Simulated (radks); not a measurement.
Values are calculated unless marked as measured or tabulated.
Ionisation of Si, [Ne] 3s2 3p2, to Si+, [Ne] 3s2 3p1, under several functionals. Dirac Kohn-Sham, spin-unpolarised, spherical densities, finite nucleus; open shells fill j = l - 1/2 first; a radial shooting solver on a logarithmic mesh with Libxc functionals.

functional,E(Si) (hartree),Exc (hartree),IE (eV),-e(HOMO) (eV),<r> HOMO (bohr),IE error (eV)
PBE,-289.83857,-20.65277,7.755,4.090,2.791,-0.397
XLYP,-290.10978,-20.93011,7.632,3.966,2.817,-0.519
HCTH/407,-290.00463,-20.84730,7.889,4.231,2.810,-0.263
exchange-only B88,-289.45476,-20.25470,6.980,3.374,2.861,-1.172
"LDA (Slater exchange, Perdew-Wang correlation)",-288.82337,-19.59996,7.838,4.172,2.789,-0.314
exchange-only PBE,-289.34834,-20.14096,6.992,3.400,2.886,-1.160
OLYP,-289.99020,-20.82806,7.622,3.946,2.806,-0.530

NIST Atomic Spectra Database: 8.152 eV (measured). Closest: HCTH/407. The Delta-SCF values span 0.91 eV, the total energies 1.29 hartree. The highest occupied level is 3p1/2. Spin polarisation and multiplet splitting are left out, so open shells lie too high by an amount that depends on their filling.

Beside tabulated values, note that spin-unpolarised runs miss the spin-polarisation part of the exchange energy of open shells.
